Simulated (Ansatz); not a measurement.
Two structures of GeNH$_{5}$O, singlet, reached by relaxing down either side of one saddle point (PBE0-D4/def2-TZVP). Energies are electronic, without zero-point energy. Program: Ansatz 0.2.0. Basis: def2-TZVPP and def2-QZVPP. Cores are frozen in the correlated methods. Filled d shells of the heavier atoms are correlated. The def2 sets are not built for correlating such inner shells, so the correlated values are less sure here. Extrapolation: Hartree–Fock as exp(−7.88 √X), correlation as X^−2.97. First:

Ge1  (-0.223, 0.556, 0.258)
O2  (0.092, 1.013, -1.442)
N3  (0.428, -1.083, 0.736)
H4  (-0.088, -1.882, 0.396)
H5  (0.524, 1.633, 1.045)
H6  (-1.742, 0.505, 0.502)
H7  (-0.406, 0.485, -2.070)
H8  (1.415, -1.227, 0.577)
(Å)

Second:

```
8
angstrom
Ge -0.1847 0.4277 0.7931
O 0.1663 0.1928 -1.4764
N 0.1520 -1.2388 1.0499
H 0.2806 -0.7465 -1.2402
H 0.7250 1.6577 0.9962
H -1.6483 0.8335 0.5692
H -0.6039 0.2433 -2.0539
H 1.1130 -1.3696 1.3621
```

Q: Which bonds change from the first to the second?

A: GeNH₅O ([NH2][GeH2][OH]) → GeNH₃ ([NH][GeH2]) + H₂O; bonds formed: O2–H4; bonds broken: Ge1–O2, N3–H4.

Q: Give the saddle point's structure and its height above each. (Judge from chemistry; the value comes from the calculation.)

A: Computed: 238.2 kJ/mol above the first and 14.4 kJ/mol above the second (CCSD(T) at an estimated basis limit (MP2 extrapolated from triple and quadruple zeta, plus CCSD(T) − MP2 in triple zeta)).
Ge1  (-0.188, 0.496, 0.652)
O2  (0.153, 0.167, -1.352)
N3  (0.217, -1.209, 0.703)
H4  (0.315, -0.769, -0.852)
H5  (0.704, 1.695, 1.036)
H6  (-1.664, 0.919, 0.542)
H7  (-0.606, 0.120, -1.946)
H8  (1.068, -1.418, 1.216)
(Å)

No T1 diagnostic of these runs exceeds 0.018.

Labels in which every atom is bracketed show which atoms are joined, not bond orders.

For scale, one of the runs: CCSD(T)/def2-TZVPP, 180 basis functions, launched by `ansatz run in.yaml --threads 4 --pin off --events-out ev --progress --plain --max-ram 9574MiB`. Time: 100 s of wall clock on 4 CPU threads of an Intel Xeon; the host was shared. Peak host memory: 1.8 GiB.
